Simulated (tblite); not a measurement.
Species: C5H5S2 (doublet state).
Atom-mapped SMILES: `[CH3:1][c:2]1[cH:3][cH:4][c:5]([S:6])[s:7]1` (hydrogens: H8, H9, H10 on C1; H11 on C3; H12 on C4)

Structure used (GFN2-xTB), in Å, numbered top down from 1:
```
atom  x, y, z in Å
C1    -2.0102    0.3561   -0.0196
C2    -0.5360    0.2045   -0.0461
C3     0.2011   -0.9060    0.3011
C4     1.5748   -0.7300    0.1679
C5     1.9299    0.5330   -0.2889
S6     3.4668    1.1273   -0.5749
S7     0.4763    1.5061   -0.5511
H8    -2.2984    1.1716    0.6436
H9    -2.4774   -0.5631    0.3248
H10   -2.3876    0.5967   -1.0133
H11   -0.2537   -1.8198    0.6418
H12    2.3154   -1.4770    0.3885
```

Computed geometry: GFN2-xTB, gas phase. This method treats the open shell by occupation alone, without spin polarisation.

Masses are those of the commonest isotopes; rigid-rotor values at the optimised geometry. 

**Question.** Give the principal moments of inertia and the rotational constants in cm⁻¹.

**Answer.** Ia = 101.53, Ib = 414.41, Ic = 512.83 u·Å²; 505379 MHz·u·Å²/I gives 4978, 1220 and 985.5 MHz, that is A = 0.16604, B = 0.04068, C = 0.03287 cm⁻¹.

**Question.** Classify the top.

**Answer.** An asymmetric top; Ray's κ = -0.883.

**Question.** Is it planar, by Δ = Ic − Ia − Ib?

**Answer.** Not planar: Δ = Ic − Ia − Ib = -3.11 u·Å². For a rigid frame Δ = −2 Σ m c², so Σ m c² = 1.55 u·Å² lies off the ab plane, practically all of it from hydrogen. The atom farthest from that plane is 0.88 Å away.

**Question.** List the rotational levels J(Ka,Kc) to J = 3 (cm⁻¹).

**Answer.** Above 0(0,0):
J = 1: 1(0,1) 0.0736, 1(1,1) 0.1989, 1(1,0) 0.2067
J = 2: 2(0,2) 0.2203, 2(1,2) 0.3382, 2(1,1) 0.3616, 2(2,1) 0.7377, 2(2,0) 0.7381
J = 3: 3(0,3) 0.4395, 3(1,3) 0.5469, 3(1,2) 0.5938, 3(2,2) 0.9584, 3(2,1) 0.9601, 3(3,1) 1.6049, 3(3,0) 1.6049
The levels of one J sum to (2J + 1)J(J + 1)(A + B + C)/3.

**Question.** Estimate the classical rotational partition function at 50 K, 100 K and 298.15 K.

**Answer.** Point group Cs, symmetry number σ = 1; q = (√π/σ)·√((kT/h)³/(ABC)), k/h = 20836.6 MHz/K: 24400 at 50 K, 68900 at 100 K, 355000 at 298.15 K.

For this open shell read J as N, the rotation without spin; fine and hyperfine splittings come on top. Its GFN2-xTB frequencies are all real (lowest 40 cm⁻¹). Constants of a rigid frame at the computed geometry: no zero-point averaging, no centrifugal distortion.

On Arm Neoverse V2, one thread, shared host, this took 0.11 s. That covers the optimisation of the geometry.
